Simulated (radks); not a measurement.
Excited configurations of Cr+: one electron is placed in a higher orbital outside [Ar] 3d4. The ground configuration is [Ar] 3d5. Method: non-relativistic Kohn-Sham, TPSS, spin-polarised, spherical densities, point nucleus; open shells are filled with parallel spins first; meta-GGA in the generalised Kohn-Sham scheme; computed with a radial shooting solver on a logarithmic mesh with Libxc functionals. Excitation = E - E(ground); binding = E(ion) - E, where the ion is the core of charge +2; n* = 2/sqrt(2 binding) in atomic units, and the quantum defect is n - n*.

outer orbital	excitation (eV)	binding (eV)	n*	quantum defect	eigenvalue (eV)	<r> (bohr)
4s	2.033	15.175	1.894	2.106	-11.884	2.872
4p	6.568	10.640	2.262	1.738	-7.990	3.529
4d	11.403	5.805	3.062	0.938	-4.284	5.769
5d	13.695	3.513	3.936	1.064	-2.683	10.81
6p	14.018	3.190	4.131	1.869	-2.563	12.95
6d	14.869	2.339	4.824	1.176	-1.856	17.07

The Delta-SCF ionisation energy is 17.208 eV (NIST Atomic Spectra Database: 16.486 eV, measured). Self-interaction in the functional shifts the binding energies and quantum defects, so they are the method's values and not measured ones. Open shells are spherical and high-spin; term and fine-structure splittings are not resolved.
